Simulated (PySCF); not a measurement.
Sb(Cl)3 cation (Cl3Sb), SMILES [Cl][Sb]([Cl])[Cl] (connectivity only; charge and spin as stated), charge +1, multiplicity 2. Atoms are numbered in the order given.

```xyz
4

Sb     0.0000     0.0000     0.4326
Cl     1.8608    -1.0743    -0.4326
Cl    -1.8608    -1.0743    -0.4326
Cl     0.0000     2.1487    -0.4326
```
Charge +1, spin multiplicity 2.

Geometry: r2SCAN-D4/def2-SVP. The spin state was assumed, not searched. The isomer is the one that the SMILES or the coordinates give; other isomers of the formula were not compared. The def2 effective core potentials stand for the cores of Sb; spin–orbit coupling is left out.

All values below come from PySCF with M06-2X/def2-TZVPD.

Mulliken values depend strongly on the basis, most of all with diffuse functions as here. ESP charges are fitted to the potential on shells at 1.4 to 2.0 van der Waals radii. Atomic charges (e):

| atom | Mulliken | ESP fit | Mulliken spin |
|---|---|---|---|
| Sb1 | 1.43 | ? | 0.44 |
| Cl2 | -0.14 | ? | 0.19 |
| Cl3 | -0.14 | ? | 0.19 |
| Cl4 | -0.14 | ? | 0.19 |

Problem. Complete the blanks. (An estimate is asked for; the answer gives what the named calculation found.)

Solution. 
- Sb1, ESP fit: 0.85
- Cl2, ESP fit: 0.05
- Cl3, ESP fit: 0.05
- Cl4, ESP fit: 0.05
